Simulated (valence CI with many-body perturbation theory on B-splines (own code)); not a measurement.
**As XXVIII: calculated level list**

Level of theory: valence CI with perturbative core correlation (CI+MBPT): four valence electrons over a frozen Dirac-Fock core [He], a basis of 11 s, 11 p, 9 d, 7 f, 5 g, 2 h, 1 i functions for each j, with the one-electron correlation potential Σ1 (screened to all orders), the two-electron term Σ2, the three-electron term Σ3, Breit, model QED; selected single and double excitations, second order for the rest (own B-spline code, finite nucleus).

The last digits are not significant, and no measured levels were compared; by estimate large intervals hold to a few tenths of a per cent, small ones and those within an open d or f shell to about a per cent. Among the levels kept, up to 260 cm⁻¹ of a level comes from second order outside the variational space, and about a tenth of that is noise between levels of different J, which matters for small intervals.

Levels 91 to 116 of 116, with energies above the lowest level, 2s2.2p2 3P_0. "Leading %" is the weight of the configuration and term that name the level; weights of strongly mixed levels are sums over their largest components and can fall short. In the jj column 3d3/2^4 stands for four electrons in 3d with j = 3/2. Lifetimes count E1, E2, E3, M1 and M2 decay at the calculated energies, and are blank where another channel may lead or the interval is too uncertain; long ones can be off by a factor of two.

| No. | Configuration | Term | J | E (× 10³ cm⁻¹) | Leading % | Lifetime | Leading jj | g |
| --- | --- | --- | --- | --- | --- | --- | --- | --- |
| 91 | 2s.2p2.3p | 3F° | 3 | 14876 | 71 | 210 fs | 2s 2p1/2 2p3/2 3p3/2 (80 %) | 1.114 |
| 92 | 2s.2p2.3d | 3P | 1 | 14882 | 50 | 31.2 fs | 2s 2p1/2 2p3/2 3d5/2 (83 %) | 1.193 |
| 93 | 2s.2p2.3p | 3D° | 2 | 14893 | 28 | 120 fs | 2s 2p1/2 2p3/2 3p3/2 (83 %) | 1.069 |
| 94 | 2s.2p2.3d | 5D | 3 | 14898 | 40 | 24.7 fs | 2s 2p1/2 2p3/2 3d5/2 (41 %) | 1.346 |
| 95 | 2s.2p2.3d | 5P | 2 | 14901 | 58 | 16.0 fs | 2s 2p1/2 2p3/2 3d3/2 (64 %) | 1.651 |
| 96 | 2s.2p2.3d | 5P | 1 | 14911 | 74 | 13.5 fs | 2s 2p1/2 2p3/2 3d3/2 (70 %) | 2.261 |
| 97 | 2s.2p2.3p | 3D° | 1 | 14924 | 47 | 277 fs | 2s 2p1/2 2p3/2 3p1/2 (72 %) | 0.991 |
| 98 | 2s.2p2.3p | 3P° | 1 | 14936 | 47 | 168 fs | 2s 2p1/2 2p3/2 3p3/2 (88 %) | 1.195 |
| 99 | 2s.2p2.3p | 3P° | 0 | 14946 | 94 | 1.83 ps | 2s 2p1/2 2p3/2 3p3/2 (88 %) |  |
| 100 | 2s.2p2.3p | 3D° | 2 | 14946 | 56 | 158 fs | 2s 2p3/2^2 3p1/2 (59 %) | 1.299 |
| 101 | 2s.2p2.3s | 3S | 1 | 14967 | 60 | 85.6 fs | 2s 2p3/2^2 3s (83 %) | 1.784 |
| 102 | 2s.2p2.3p | 1F° | 3 | 14973 | 52 | 55.3 fs | 2s 2p3/2^2 3p1/2 (65 %) | 1.133 |
| 103 | 2s.2p2.3d | 3P | 0 | 14979 | 83 | 27.4 fs | 2s 2p1/2 2p3/2 3d5/2 (64 %) |  |
| 104 | 2s.2p2.3s | 3P | 2 | 14985 | 44 | 46.0 fs | 2s 2p3/2^2 3s (45 %) | 1.285 |
| 105 | 2s.2p2.3p | 3D° | 2 | 14992 | 38 | 277 fs | 2s 2p1/2 2p3/2 3p3/2 (51 %) | 1.292 |
| 106 | 2s.2p2.3d | 3F | 4 | 14994 | 63 | 23.9 fs | 2s 2p1/2 2p3/2 3d5/2 (41 %) | 1.227 |
| 107 | 2s.2p2.3p | 3P° | 1 | 14995 | 53 | 140 fs | 2s 2p1/2 2p3/2 3p3/2 (62 %) | 1.293 |
| 108 | 2s.2p2.3s | 3P | 2 | 14995 | 36 | 58.6 fs | 2s 2p3/2^2 3s (41 %) | 1.270 |
| 109 | 2s.2p2.3p | 3F° | 4 | 14997 | 80 | 34.0 ps | 2s 2p3/2^2 3p3/2 (76 %) | 1.293 |
| 110 | 2s.2p2.3d | 3D | 3 | 14998 | 73 | 22.3 fs | 2s 2p1/2 2p3/2 3d5/2 (56 %) | 1.260 |
| 111 | 2s.2p2.3p | 3D° | 3 | 14999 | 75 | 433 fs | 2s 2p3/2^2 3p3/2 (63 %) | 1.339 |
| 112 | 2s.2p2.3s | 1P | 1 | 15001 | 40 | 43.6 fs | 2s 2p3/2^2 3s (54 %) | 0.946 |
| 113 | 2s.2p2.3d | 3D | 1 | 15009 | 34 | 36.5 fs | 2s 2p1/2 2p3/2 3d5/2 (43 %) | 0.938 |
| 114 | 2s.2p2.3s | 1S | 0 | 15037 | 72 | 194 fs | 2s 2p3/2^2 3s (90 %) |  |
| 115 | 2s.2p2.3p | 1P° | 1 | 15052 | 42 | 64.6 fs | 2s 2p3/2^2 3p3/2 (59 %) | 1.311 |
| 116 | 2s.2p2.3p | 3P° | 2 | 15095 | 57 | 76.2 fs | 2s 2p3/2^2 3p3/2 (82 %) | 1.351 |

Names give the largest LS component (configuration and term), which can be under half, so a name can repeat, a term be missing and a line seem to break the LS rules; names also repeat where a configuration has a term twice.

Where two levels of one J and parity lie close, their mixing, g and order are uncertain.
